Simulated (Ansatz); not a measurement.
`C=C[SiH](C)O[SiH3]` and `C=C[SiH](C)O` differ in one atom or group.

Ansatz, PBE0-D4/def2-TZVP geometries, multiplicity 1. Each molecule was computed in one conformer, which needn't be the lowest.

```csv
property,`C=C[SiH](C)O[SiH3]`
HOMO energy (PBE0/def2-TZVPP) / eV,-7.87
HOMO energy (PBE/def2-TZVPP) / eV,-6.73
size of the dipole moment (ωB97M-V/def2-TZVPP) / D,0.76
size of the dipole moment (B3LYP/def2-TZVPP) / D,0.74
HOMO energy (B3LYP/def2-TZVPP) / eV,-7.64
HOMO energy (ωB97M-V/def2-TZVPP) / eV,-10.11
```

Task: What does the change do to each property? (Estimate.)

Result: Computed: 
```json
{"property": "HOMO energy (PBE0/def2-TZVPP) / eV", "`C=C[SiH](C)O`": "-7.83", "shift": "0.04"}
{"property": "HOMO energy (PBE/def2-TZVPP) / eV", "`C=C[SiH](C)O`": "-6.67", "shift": "0.06"}
{"property": "size of the dipole moment (ωB97M-V/def2-TZVPP) / D", "`C=C[SiH](C)O`": "1.85", "shift": "1.09"}
{"property": "size of the dipole moment (B3LYP/def2-TZVPP) / D", "`C=C[SiH](C)O`": "1.82", "shift": "1.08"}
{"property": "HOMO energy (B3LYP/def2-TZVPP) / eV", "`C=C[SiH](C)O`": "-7.60", "shift": "0.04"}
{"property": "HOMO energy (ωB97M-V/def2-TZVPP) / eV", "`C=C[SiH](C)O`": "-10.07", "shift": "0.04"}
```

The zero-point energy changes by -42.4 kJ/mol with -9 modes. Dipoles are sizes alone; their direction can turn.

B3LYP here is the variant with VWN-RPA as its local correlation; programs differ in this.
